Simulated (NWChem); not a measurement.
System: NiClF, triplet; SMILES [F][Ni][Cl]

Excerpt of the output:

```
             Northwest Computational Chemistry Package (NWChem) 7.3.0
             --------------------------------------------------------

                             Geometry "geometry" -> ""
                             -------------------------

 Output coordinates in angstroms (scale by  1.889725989 to convert to a.u.)

  No.       Tag          Charge          X              Y              Z
 ---- ---------------- ---------- -------------- -------------- --------------
    1 Ni                  28.0000    -0.08695700    -0.05741700     0.37563500
    2 F                    9.0000    -0.15000000    -0.09904100     2.08631700
    3 Cl                  17.0000    -0.02108300    -0.01392300    -1.69090400

 Effective nuclear repulsion energy (a.u.)     221.0941338578

                              NWChem Property Module
                              ----------------------

  itol2e modified to match energy
  convergence criterion.

                                 NWChem DFT Module
                                 -----------------

 Summary of "ao basis" -> "ao basis" (spherical)
 ------------------------------------------------------------------------------
       Tag                 Description            Shells   Functions and Types
 ---------------- ------------------------------  ------  ---------------------
 Ni                          6-31g*                 12       34   5s4p2d1f
 F                           6-31g*                  6       14   3s2p1d
 Cl                          6-31g*                  8       18   4s3p1d

  itol2e modified to match energy
  convergence criterion.

            General Information
            -------------------
          SCF calculation type: DFT
          Wavefunction type:  spin polarized.
          No. of atoms     :     3
          No. of electrons :    54
           Alpha electrons :    28
            Beta electrons :    26
          Charge           :     0
          Spin multiplicity:     3
          Use of symmetry is: off; symmetry adaption is: off
          Maximum number of iterations: 150
          AO basis - number of functions:    66
                     number of shells:    26
          Convergence on energy requested:  1.00D-07
          Convergence on density requested:  1.00D-05
          Convergence on gradient requested:  5.00D-04

              XC Information
              --------------
                     Hartree-Fock (Exact) Exchange  1.000
                   CAM-Becke88 Exchange Functional  1.000
                      VWN V Correlation Functional  0.190 local
              Lee-Yang-Parr Correlation Functional  0.810

           Range-Separation Parameters
           ---------------------------
           Alpha           :  0.19
           Beta            :  0.46
           Gamma           :  0.33
           Short-Range HF  :     F

             Grid Information
             ----------------
          Grid used for XC integration:  fine
          Radial quadrature: Mura-Knowles
          Angular quadrature: Lebedev.
          Tag              B.-S. Rad. Rad. Pts. Rad. Cut. Ang. Pts.
          ---              ---------- --------- --------- ---------
          Ni                  1.35      140           8.0       974
          F                   0.50       70          10.0       590
          Cl                  1.00      123          10.0       770
          Grid pruning is: on
          Number of quadrature shells:   333
          Spatial weights used:  Erf1

      Superposition of Atomic Density Guess
      -------------------------------------

 Sum of atomic energies:       -2065.39173804

      Non-variational initial energy
      ------------------------------

 Total energy =   -2064.825393
 1-e energy   =   -3308.980973
 2-e energy   =    1023.061446
 HOMO         =      -0.415623
 LUMO         =      -0.415616

   convergence    iter        energy       DeltaE   RMS-Dens  Diis-err
 ---------------- ----- ----------------- --------- --------- ---------
 d= 0,ls=0.0,diis     1  -2067.9053291535 -2.29D+03  1.86D-02  3.86D-01
                                                     2.34D-02  8.10D-01
 d= 0,ls=0.0,diis     2  -2066.9322206109  9.73D-01  1.55D-02  4.99D+00
                                                     1.63D-02  3.38D+00
 d= 0,ls=0.0,diis     3  -2068.1739790655 -1.24D+00  3.87D-03  1.63D-01
                                                     3.94D-03  1.23D-01
 d= 0,ls=0.0,diis     4  -2068.2148633356 -4.09D-02  1.73D-03  1.03D-01
                                                     1.75D-03  7.57D-02
 d= 0,ls=0.0,diis     5  -2068.2389407790 -2.41D-02  9.14D-04  9.75D-03
                                                     1.07D-03  5.41D-03
  Resetting Diis
 d= 0,ls=0.0,diis     6  -2068.2414400657 -2.50D-03  7.48D-04  2.20D-03
                                                     6.40D-04  1.38D-03
 d= 0,ls=0.0,diis     7  -2068.2423668868 -9.27D-04  1.23D-04  6.39D-05
                                                     2.19D-04  7.30D-05
 d= 0,ls=0.0,diis     8  -2068.2423373759  2.95D-05  7.94D-05  2.78D-04
                                                     9.47D-05  2.20D-04
 d= 0,ls=0.0,diis     9  -2068.2424064761 -6.91D-05  3.12D-05  2.67D-06
                                                     3.03D-05  1.59D-06
 d= 0,ls=0.0,diis    10  -2068.2424095964 -3.12D-06  1.65D-05  6.43D-07
                                                     3.66D-05  1.23D-06
 d= 0,ls=0.0,diis    11  -2068.2424117501 -2.15D-06  5.03D-06  1.56D-07
                                                     2.00D-05  4.19D-07
 d= 0,ls=0.0,diis    12  -2068.2424125868 -8.37D-07  4.05D-06  2.33D-08
                                                     2.66D-05  2.34D-07
 d= 0,ls=0.0,diis    13  -2068.2424135495 -9.63D-07  3.38D-06  1.01D-08
                                                     4.34D-05  1.80D-07
 d= 0,ls=0.0,diis    14  -2068.2424148955 -1.35D-06  2.84D-06  5.21D-09
                                                     4.42D-05  1.34D-07
 d= 0,ls=0.0,diis    15  -2068.2424160776 -1.18D-06  2.16D-06  3.40D-09
                                                     3.74D-05  1.10D-07
 d= 0,ls=0.0,diis    16  -2068.2424170203 -9.43D-07  5.08D-06  3.11D-09
                                                     1.28D-04  9.49D-08
 d= 0,ls=0.0,diis    17  -2068.2424197086 -2.69D-06  8.55D-06  7.35D-09
                                                     2.23D-04  5.33D-08
 d= 0,ls=0.0,diis    18  -2068.2424221945 -2.49D-06  1.09D-06  2.11D-09
                                                     2.49D-05  1.29D-08
 d= 0,ls=0.0,diis    19  -2068.2424223192 -1.25D-07  1.80D-07  5.98D-10
                                                     2.14D-06  1.27D-08
 d= 0,ls=0.0,diis    20  -2068.2424223389 -1.98D-08  6.57D-07  3.98D-10
                                                     2.22D-05  1.34D-08
 d= 0,ls=0.0,diis    21  -2068.2424222180  1.21D-07  9.04D-07  6.04D-10
                                                     2.98D-05  5.99D-09
 d= 0,ls=0.0,diis    22  -2068.2424221481  6.98D-08  4.75D-07  2.98D-10
                                                     1.20D-05  1.29D-09
 d= 0,ls=0.0,diis    23  -2068.2424221419  6.26D-09  2.98D-07  2.94D-10
                                                     2.48D-06  1.97D-10

         Total DFT energy =    -2068.242422141880
      One electron energy =    -3309.432032533427
           Coulomb energy =     1122.134697424058
    Exchange-Corr. energy =     -102.039220890335
 Nuclear repulsion energy =      221.094133857823

 Numeric. integr. density =       54.000000241169

                    DFT Final Alpha Molecular Orbital Analysis
                    ------------------------------------------

 Vector   26  Occ=1.000000D+00  E=-4.222173D-01
              MO Center= -6.6D-02, -4.4D-02, -2.6D-01, r^2= 2.4D+00
   Bfn.  Coefficient  Atom+Function         Bfn.  Coefficient  Atom+Function
  ----- ------------  ---------------      ----- ------------  ---------------
    10      0.453565  1 Ni s                 20      0.442457  1 Ni d  0
    57     -0.412024  3 Cl pz                25      0.233018  1 Ni d  0
    39      0.186731  2 F  pz                53      0.164952  3 Cl pz
     6     -0.163416  1 Ni s                 61     -0.163572  3 Cl pz
    58      0.144534  3 Cl s                 43      0.119901  2 F  pz

 Vector   27  Occ=1.000000D+00  E=-3.912964D-01
              MO Center= -3.3D-02, -2.2D-02, -1.3D+00, r^2= 2.0D+00
   Bfn.  Coefficient  Atom+Function         Bfn.  Coefficient  Atom+Function
  ----- ------------  ---------------      ----- ------------  ---------------
    56      0.571074  3 Cl py                55     -0.371532  3 Cl px
    60      0.312675  3 Cl py                52     -0.223567  3 Cl py
    59     -0.203422  3 Cl px                19      0.193754  1 Ni d -1
    51      0.145449  3 Cl px                38     -0.135067  2 F  py
    21      0.126056  1 Ni d  1              42     -0.097965  2 F  py

 Vector   28  Occ=1.000000D+00  E=-3.912954D-01
              MO Center= -3.3D-02, -2.2D-02, -1.3D+00, r^2= 2.0D+00
   Bfn.  Coefficient  Atom+Function         Bfn.  Coefficient  Atom+Function
  ----- ------------  ---------------      ----- ------------  ---------------
    55      0.570692  3 Cl px                56      0.371277  3 Cl py
    59      0.312465  3 Cl px                51     -0.223417  3 Cl px
    60      0.203281  3 Cl py                21     -0.193323  1 Ni d  1
    52     -0.145349  3 Cl py                37     -0.134889  2 F  px
    19      0.125768  1 Ni d -1              41     -0.097837  2 F  px

 Vector   29  Occ=0.000000D+00  E=-2.380309D-03
              MO Center= -6.5D-02, -4.3D-02,  3.4D-01, r^2= 5.3D+00
   Bfn.  Coefficient  Atom+Function         Bfn.  Coefficient  Atom+Function
  ----- ------------  ---------------      ----- ------------  ---------------
    14      1.160813  1 Ni s                 58     -0.402106  3 Cl s
    61     -0.307968  3 Cl pz                20      0.245804  1 Ni d  0
    57     -0.237815  3 Cl pz                40     -0.225140  2 F  s
     6      0.186111  1 Ni s                 39      0.163529  2 F  pz
    54     -0.159661  3 Cl s                 13     -0.127145  1 Ni pz

 Vector   30  Occ=0.000000D+00  E= 3.300377D-02
              MO Center= -9.0D-02, -5.9D-02,  4.6D-01, r^2= 6.6D+00
   Bfn.  Coefficient  Atom+Function         Bfn.  Coefficient  Atom+Function
  ----- ------------  ---------------      ----- ------------  ---------------
    16      0.716681  1 Ni py                15     -0.473384  1 Ni px
    12      0.225426  1 Ni py                60     -0.178040  3 Cl py
    56     -0.152397  3 Cl py                11     -0.148899  1 Ni px
    38     -0.123203  2 F  py                42     -0.121376  2 F  py
    59      0.117599  3 Cl px                55      0.100662  3 Cl px

 Vector   31  Occ=0.000000D+00  E= 3.300883D-02
              MO Center= -1.1D-01, -7.5D-02,  4.6D-01, r^2= 6.6D+00
   Bfn.  Coefficient  Atom+Function         Bfn.  Coefficient  Atom+Function
  ----- ------------  ---------------      ----- ------------  ---------------
    15      0.716028  1 Ni px                16      0.472953  1 Ni py
    11      0.225156  1 Ni px                59     -0.178006  3 Cl px
    55     -0.152354  3 Cl px                12      0.148721  1 Ni py
    37     -0.123014  2 F  px                41     -0.121209  2 F  px
    60     -0.117577  3 Cl py                56     -0.100633  3 Cl py

                     DFT Final Beta Molecular Orbital Analysis
                     -----------------------------------------

 Vector   24  Occ=1.000000D+00  E=-4.013967D-01
              MO Center= -8.5D-02, -5.6D-02,  1.9D-01, r^2= 2.0D+00
   Bfn.  Coefficient  Atom+Function         Bfn.  Coefficient  Atom+Function
  ----- ------------  ---------------      ----- ------------  ---------------
    20      0.512347  1 Ni d  0              10      0.456732  1 Ni s
    25      0.288695  1 Ni d  0              57     -0.279817  3 Cl pz
    39      0.220801  2 F  pz                 6     -0.168468  1 Ni s
    58      0.143178  3 Cl s                 43      0.142403  2 F  pz
    53      0.113469  3 Cl pz                61     -0.111148  3 Cl pz

[...]

          -----------------------
          Electric field gradient
          -----------------------

 1 a.u. = 0.324123 10**(16) esu/cm**3  ( or statvolts/cm**2 ) = 0.97174 10**(22) v/m**2

 ------------------------------------------------------------
   Atom      X         Y         Z
 ------------------------------------------------------------
    1 Ni  -0.16432  -0.10850   0.70985
 ------------------------------------------------------------

 Electric field gradient in molecular frame (a.u.)
         XX             YY             ZZ             XY             XZ             YZ
 ------------------------------------------------------------------------------------------
        1.033244       1.035306      -2.068550      -0.002414       0.106828       0.070533

 Principal components (a.u.) and orientation
 of principal axis w.r.t. absolute frame                      Asymmetry parameter eta
 --------------------------------------------------------------------------------------
       -2.073827       1.036927       1.036900                       0.000013

       -0.034371       0.831379      -0.554642
       -0.022693       0.554178       0.832089
        0.999151       0.041186      -0.000181

 ------------------------------------------------------------
   Atom      X         Y         Z
 ------------------------------------------------------------
    2 F   -0.28346  -0.18716   3.94257
 ------------------------------------------------------------

 Electric field gradient in molecular frame (a.u.)
         XX             YY             ZZ             XY             XZ             YZ
 ------------------------------------------------------------------------------------------
        0.252249       0.252706      -0.504955      -0.000534       0.025651       0.016936

 Principal components (a.u.) and orientation
 of principal axis w.r.t. absolute frame                      Asymmetry parameter eta
 --------------------------------------------------------------------------------------
       -0.506201       0.253143       0.253058                       0.000167

       -0.033809       0.833389      -0.551651
       -0.022322       0.551199       0.834075
        0.999179       0.040513      -0.000032

 ------------------------------------------------------------
   Atom      X         Y         Z
 ------------------------------------------------------------
    3 Cl  -0.03984  -0.02631  -3.19535
 ------------------------------------------------------------

 Electric field gradient in molecular frame (a.u.)
         XX             YY             ZZ             XY             XZ             YZ
 ------------------------------------------------------------------------------------------
        0.418176       0.418858      -0.837033      -0.000799       0.039657       0.026184

 Principal components (a.u.) and orientation
 of principal axis w.r.t. absolute frame                      Asymmetry parameter eta
 --------------------------------------------------------------------------------------
       -0.838831       0.419446       0.419385                       0.000072

       -0.031539       0.833964      -0.550918
       -0.020825       0.550524       0.834560
        0.999286       0.037794       0.000004
```

Level: CAM-B3LYP/6-31G* (spherical d), spin-unrestricted. Structure relaxed at the PBE0/def2-SVP, spin-unrestricted level. The spin multiplicity was typed, not searched, and may not be the lowest. No stability test was run on the SCF state. NWChem prints the field gradient with the sign opposite to the second derivative of the potential.

**Question.** Which NWChem input produces such a log?

**Answer.** This is not unique; one that fits is the input that was run:
```
start job
memory heap 200 mb stack 900 mb global 1100 mb
geometry units angstroms noautosym nocenter noautoz
  Ni    -0.086957    -0.057417     0.375635
  F     -0.150000    -0.099041     2.086317
  Cl    -0.021083    -0.013923    -1.690904
end
basis spherical
  * library 6-31g*
end
dft
  odft
  mult 3
  xc xcamb88 1.00 lyp 0.81 vwn_5 0.19 hfexch 1.00
  cam 0.33 cam_alpha 0.19 cam_beta 0.46
  iterations 150
end
property
  efieldgrad
end
task dft property
```
